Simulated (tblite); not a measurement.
C₅H₉N₂Si (doublet state).
Atom-mapped SMILES: `[SiH3:1][CH2:2][C:3]1=[CH:4][N:5][CH2:6][N:7]=[CH:8]1` (hydrogens: H9, H10, H11 on Si1; H12, H13 on C2; H14 on C4; H15, H16 on C6; H17 on C8)

Computed geometry: GFN2-xTB, gas phase. This method treats the open shell by occupation alone, without spin polarisation.

(1) What internal coordinates does the optimisation give?

Answers

(1) 
| bond | length (bohr) | order |
| --- | --- | --- |
| Si1–C2 | 3.641 | single |
| C2–C3 | 2.776 | single |
| C3=C4, C3–C8 | 2.677 | double/single |
| C4–N5, N7=C8 | 2.431 | single/double |
| N5–C6, C6–N7 | 2.697 | single |
| Si1–H9, Si1–H10, Si1–H11 | 2.763 | single |
| C2–H12, C2–H13 | 2.060 | single |
| C4–H14, C8–H17 | 2.052 | single |
| C6–H15, C6–H16 | 2.086 | single |

Bonds in one row agree within 0.02 bohr and their mean is given. Orders are formal, as drawn. A selection of angles:
| angle | degrees |
| --- | --- |
| C2–Si1–H9 | 108.1 |
| H9–Si1–H10 | 111.0 |
| Si1–C2–C3 | 109.3 |
| Si1–C2–H12 | 108.7 |
| C3–C2–H12 | 110.7 |
| H12–C2–H13 | 108.7 |
| C2–C3–C4 | 122.5 |
| C2–C3–C8 | 122.6 |
| C4–C3–C8 | 114.9 |
| C3–C4–N5 | 124.4 |
| C3–C4–H14 | 119.4 |
| N5–C4–H14 | 116.2 |
| C4–N5–C6 | 118.1 |
| N5–C6–N7 | 120.0 |
| N5–C6–H15 | 107.8 |
| H15–C6–H16 | 104.6 |

Dihedral angles: Si1–C2–C3–C4 -88° (synclinal); C2–C3–C4–N5 178° (antiperiplanar); C3–C4–N5–C6 0° (synperiplanar); C4–N5–C6–N7 -1° (synperiplanar); N5–C6–N7–C8 1° (synperiplanar); C6–N7–C8–C3 0° (synperiplanar); C2–C3–C8–N7 -178° (antiperiplanar).

The 3 C–C bonds span 1.417 Å (C3=C4, drawn double in one of several resonance forms) to 1.469 Å (C2–C3, drawn single), a spread of 0.052 Å. Of the pairs four or more bonds apart, H13···H14 is among the closest relative to their van der Waals radii: 2.51 Å, 105 % of the sum of Bondi's values. C3 (carbon bonded to 3 C) is planar (angles 122.6°, 122.5° and 114.9°, sum 359.9°, 0.02 Å off the plane of its three neighbours). N5 (nitrogen bonded to 2 C) is bent (angle 118.1°). C4 (carbon bonded to C, N and H) is planar (angles 124.4°, 119.4° and 116.2°, sum 360.0°, 0.00 Å off the plane of its three neighbours). Si1 (silicon bonded to C and 3 H) is tetrahedral (angles from 107.4° to 111.0°). The 4 C–N bonds span 1.287 Å (N7=C8, drawn double) to 1.427 Å (N5–C6, drawn single), a spread of 0.140 Å.

Point group: Cs (tolerance 0.08 Å). Its GFN2-xTB frequencies are all real (lowest 56 cm⁻¹).

One conformer stands for the species.
